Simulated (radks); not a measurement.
Coulomb parameter of the 4f shell of neutral holmium in the model configuration [Xe] 4f10 6s2 6p1, as a second difference U = [E(n + 0.5) + E(n - 0.5) - 2 E(n)] / (0.5)^2 with all orbitals relaxed. "Bare": the charge of the atom changes with n. "Screened": the 6p shell takes up the change at fixed total charge, which measures U(4f,4f) + U(6p,6p) - 2 U(4f,6p). All-electron calculation, scalar-relativistic Kohn-Sham, r2SCAN, spin-unpolarised, spherical densities, finite nucleus; meta-GGA in the generalised Kohn-Sham scheme; Fermi nuclear charge, rms radius 5.2022 fm. Program: a radial shooting solver on a logarithmic mesh with Libxc functionals.

case                   configuration  E - E(n) (eV)
start              [Xe] 4f10 6s2 6p1          0.000
bare +0.5        [Xe] 4f10.5 6s2 6p1         -4.533
bare -0.5         [Xe] 4f9.5 6s2 6p1          8.337
screened +0.5  [Xe] 4f10.5 6s2 6p0.5         -4.115
screened -0.5   [Xe] 4f9.5 6s2 6p1.5          6.455

U(bare) = 15.218 eV, U(screened by 6p) = 9.359 eV, against the Slater integral F0(4f,4f) = 32.217 eV with frozen orbitals. The step up makes a negative ion, whose loosely bound charge lowers the bare value.
